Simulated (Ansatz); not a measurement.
Input for Ansatz (development build ahead of 0.2.0):

```yaml
crystal:
  periodic: [false, false, false]
  atoms:
    - { symbol: H, position_ang: [0.9, 0.0, 0.0] }
    - { symbol: H, position_ang: [0.2781, 0.856, 0.0] }
    - { symbol: H, position_ang: [-0.7281, 0.529, 0.0] }
    - { symbol: H, position_ang: [-0.7281, -0.529, 0.0] }
    - { symbol: H, position_ang: [0.2781, -0.856, 0.0] }
basis:
  gaussian: { orbitals: pcseg-2 }
magnetization:
  initial_magnetization: 1
hamiltonian:
  xc: pbe0
```

The input is written out in the form of the current development build from the run's settings.

The run gave:

| Item | Value |
| --- | --- |
| Converged | yes |
| Total energy | -2.71958 hartree |
| Spin squared of the determinant | 0.750 |
| Stability test | minimum among restricted orbitals |

Caution: stretched shape with no unrestricted run beside it, a lower state can exist.
